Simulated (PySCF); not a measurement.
## C₆ coefficients of unlike pairs at PBE

Calculated with PySCF 2.14 from the dipole response of each species, C₆(A,B) = (3/π) ∫ α_A(iu) α_B(iu) du, in atomic units, from isotropic polarisabilities. For ions this is the dispersion term alone; charge-induced terms of lower order in 1/R come first.

```
species   configuration                                                                        basis     relativity  α (bohr³)  C₆ (like pair)
   Ni²⁺   [Ar] 3d8 (3F)                                               aug-cc-pwCVTZ-DK (10s9p7d4f3g)  spin-free X2C      3.415           9.648
     Mg   [Ne] 3s2 (1S)  aug-cc-pVTZ with one added diffuse shell each of s, p, d, f type (7s6p4d3f)           none      74.20           661.4
     Li   [He] 2s1 (2S)                                                        dyall-acv3z (15s9p3d)           none      142.1            1128
   Ga³⁺  [Ar] 3d10 (1S)                                                       def2-TZVPPD (7s5p5d1f)           none      1.057           1.233
```

Task: Estimate C₆ for Li with Mg.

Result: The integral gives 805.9. The combination rule 2 C_A C_B / (C_A α_B/α_A + C_B α_A/α_B) gives 804.1 and the geometric mean 863.7.

No spin-orbit coupling is included.

The other pairs:

```
      pair     C₆
  Ga³⁺, Mg  17.23
  Mg, Ni²⁺  52.59
Ga³⁺, Ni²⁺  3.436
  Li, Ni²⁺  51.36
  Ga³⁺, Li  16.43
```
